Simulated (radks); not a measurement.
Task: Cs, 55 electrons, occupied as [Xe] 7s1 (not the ground configuration). Calculated with a radial shooting solver on a logarithmic mesh with Libxc functionals: scalar-relativistic Kohn-Sham, r2SCAN, spin-polarised, spherical densities, finite nucleus; open shells are filled with parallel spins first (spin-orbit coupling, left out, can overturn this in heavy ions); meta-GGA in the generalised Kohn-Sham scheme; Fermi nuclear charge, rms radius 4.8041 fm. Some entries of the table are withheld. Estimate them.

orbital,occ.,eigenvalue (eV),<1/r> (bohr^-1)
1s up,1,-35861.65,59.39
1s down,1,-35861.65,59.39
2s up,1,-5645.466,13.66
2s down,1,-5645.465,13.66
2p up,3,-5061.368,13.00
2p down,3,-5061.367,13.00
3s up,1,-1182.748,4.933
3s down,1,-1182.747,4.933
3p up,3,-993.6125,4.676
3p down,3,-993.6115,4.676
3d up,5,-716.3609,4.422
3d down,5,-716.3600,4.422
4s up,1,-227.9591,2.011
4s down,1,-227.9563,2.011
4p up,3,-167.1562,1.850
4p down,3,-167.1532,1.850
4d up,5,-78.3501,(1)
4d down,5,-78.3458,(2)
5s up,1,-30.1862,0.7474
5s down,1,-30.1774,0.7473
5p up,3,-16.5736,0.6237
5p down,3,-16.5516,0.6248
7s up,1,-1.0257,0.1017

Result: 
(1) 4d up <1/r> (bohr^-1): 1.582
(2) 4d down <1/r> (bohr^-1): 1.582
